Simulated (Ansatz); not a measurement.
cis-[VBr2(NH3)4]+ (VBr₂N₄H₁₂⁺). The state is a triplet with charge 1. Geometry r2SCAN-D4/def2-SVP.

```xyz
19

V    -0.187    0.479    0.284
Br    0.386    1.131    2.535
N    -0.497   -0.552   -1.659
H    -0.486   -1.575   -1.695
H     0.140   -0.238   -2.398
H    -1.426   -0.255   -1.974
Br   -1.670    2.183   -0.560
N     1.196   -1.234    0.604
H     1.924   -0.880    1.233
H     1.675   -1.664   -0.191
H     0.762   -2.003    1.124
N    -1.898   -0.610    1.093
H    -2.695    0.030    0.988
H    -1.776   -0.728    2.104
H    -2.211   -1.512    0.723
N     1.487    1.653   -0.482
H     2.363    1.226   -0.796
H     1.741    2.271    0.298
H     1.171    2.278   -1.230
```

The 6-31G sets use Cartesian d functions. B3LYP takes the VWN-RPA correlation.

Problem. Estimate the α-spin orbital energies around the gap (eV) in Ansatz with LDA (SPW92)/def2-TZVP, r2SCAN-D4/def2-TZVP, B3LYP-D4/6-31G, B3LYP-D4/def2-TZVP, PBE0-D4/def2-TZVP.

Solution. 
```tsv
orbital	LDA (SPW92)/def2-TZVP	r2SCAN-D4/def2-TZVP	B3LYP-D4/6-31G	B3LYP-D4/def2-TZVP	PBE0-D4/def2-TZVP
HOMO−9	-13.00	-13.31	-14.13	-14.28	-14.57
HOMO−8	-12.50	-12.78	-13.64	-13.74	-14.04
HOMO−7	-11.25	-11.36	-11.81	-12.01	-12.30
HOMO−6	-11.19	-11.33	-11.77	-11.98	-12.26
HOMO−5	-10.85	-10.90	-11.40	-11.64	-12.03
HOMO−4	-10.41	-10.65	-11.25	-11.50	-11.89
HOMO−3	-10.39	-10.59	-11.24	-11.49	-11.76
HOMO−2	-10.00	-10.07	-10.44	-10.66	-10.89
HOMO−1	-8.28	-9.05	-10.05	-10.31	-10.67
HOMO	-8.13	-8.85	-9.83	-10.05	-10.41
LUMO	-7.95	-7.75	-6.64	-6.94	-6.72
LUMO+1	-6.25	-6.15	-5.18	-5.45	-5.20
LUMO+2	-5.69	-5.03	-4.70	-4.65	-4.34
LUMO+3	-5.20	-4.41	-4.12	-4.47	-4.19
LUMO+4	-3.87	-3.00	-3.51	-3.30	-2.95
LUMO+5	-3.68	-2.84	-3.21	-3.07	-2.69
β HOMO	-10.03	-10.14	-10.51	-10.73	-10.98
β LUMO	-6.97	-6.50	-5.48	-5.89	-5.54
```
